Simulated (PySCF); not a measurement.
CBr3, SMILES Br[C+](Br)Br, charge +1.

The structure is a stationary point at B3LYP-D3(BJ)/def2-SVP.

Two levels are set side by side: TDA-PBE/def2-SVPD (PySCF) and TDA-B3LYP/def2-SVPD (PySCF). Vertical, same geometry. The lowest singlet is HOMO→LUMO 100 % with PBE and HOMO→LUMO 100 % with the other functional; states are paired by order. Differences are taken from unrounded values.

```
quantity                               TDA-B3LYP
-------------------------------------  ---------
lowest singlet excitation (eV)              2.72
lowest triplet excitation (TDA) (eV)        2.49
first bright state (f over 0.05) (eV)       4.62
its oscillator strength                     0.18
```

Task: What does TDA-PBE give, and how far is it from TDA-B3LYP? (An estimate is asked for; the answer gives what the named calculation found.)

Result: 
```tsv
quantity	TDA-PBE	TDA-PBE minus TDA-B3LYP
lowest singlet excitation (eV)	2.47	-0.25
lowest triplet excitation (TDA) (eV)	2.22	-0.26
first bright state (f over 0.05) (eV)	4.51	-0.11
its oscillator strength	0.16	-0.02
```

Functionals without exact exchange tend to place singlet excitations lower, as here. Differences between two approximate levels are no errors against the true value.

Rough cost on one machine, each run with all the roots and properties that it gave: TDA-B3LYP against TDA-PBE about 2 times.
